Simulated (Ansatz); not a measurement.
Coupled-cluster run, `[GaH3-][AsH3+]`.

```yaml
crystal:
  periodic: [false, false, false]
  atoms:
    - {symbol: Ga, position_ang: [-0.484038, 0.147844, -1.471233]}
    - {symbol: As, position_ang: [0.365017, -0.117647, 1.035961]}
    - {symbol: H, position_ang: [0.423185, -0.988130, -2.075548]}
    - {symbol: H, position_ang: [-1.996507, -0.166903, -1.167626]}
    - {symbol: H, position_ang: [-0.038042, 1.648346, -1.639499]}
    - {symbol: H, position_ang: [1.005175, 1.046845, 1.750888]}
    - {symbol: H, position_ang: [1.421059, -1.139309, 1.379416]}
    - {symbol: H, position_ang: [-0.603750, -0.488146, 2.131941]}
basis:
  gaussian: {orbitals: def2-SVP}
correlation: {method: ccsd_t}
```

```sh
$ ansatz run in.yaml --threads 2 --pin off --events-out ev --progress --plain
```

Log, shortened:

```
Functional definition: HF
947 factors; integrals over basis functions are off by at most 1.4e-3 eV
mean field evaluation 1: about -113208.4815 eV, gradient 1.4e1 eV
mean field evaluation 2: about -113208.4946 eV, gradient 1.4e1 eV
mean field evaluation 4: about -113209.5028 eV, gradient 2.3e0 eV
mean field evaluation 8: about -113209.5141 eV, gradient 1.2e-1 eV
mean field evaluation 16: about -113209.4969 eV, gradient 3.2e-1 eV
mean field -113209.51418539 eV, -4160.3729101484 hartree, gradient 2.6e-6 eV, S^2 0.000000; 0 other end points of the search recorded, 0 dependent functions left out
18 core orbitals not correlated: weight in the atoms' cores, before any rotation towards them, 1.000 or more for the frozen orbitals, at most 0.000 for the correlated occupied ones
reference -113209.51418539 eV, -4160.3729101484 hartree; 17, 17 occupied and 59, 59 virtual orbitals, 947 factors
second order -13.19808628 eV of doubles, -0.00000000 eV of singles
cycle   1  -13.19997073 eV  change   -1.9e-3 eV  update   9.9e-2
cycle   2  -13.75693694 eV  change   -5.6e-1 eV  update   3.2e-2
cycle   3  -13.83028000 eV  change   -7.3e-2 eV  update   1.4e-2
cycle   4  -13.82223017 eV  change    8.0e-3 eV  update   3.2e-3
cycle   5  -13.82330866 eV  change   -1.1e-3 eV  update   1.1e-3
cycle   6  -13.82311458 eV  change    1.9e-4 eV  update   2.9e-4
cycle   7  -13.82290579 eV  change    2.1e-4 eV  update   1.0e-4
cycle   8  -13.82292376 eV  change   -1.8e-5 eV  update   3.1e-5
perturbative correction -0.38231682 eV, -0.0140498839 hartree
Total energy: -113223.71942597 eV, -4160.8949431110 hartree
```

Hardware: 2 threads of a server CPU on a shared host. Wall time 4.6 s, peak host memory 0.32 GiB.

The correlation energy is -14.205 eV, 2.7 % of it from (T); the T1 diagnostic reads 0.0104.
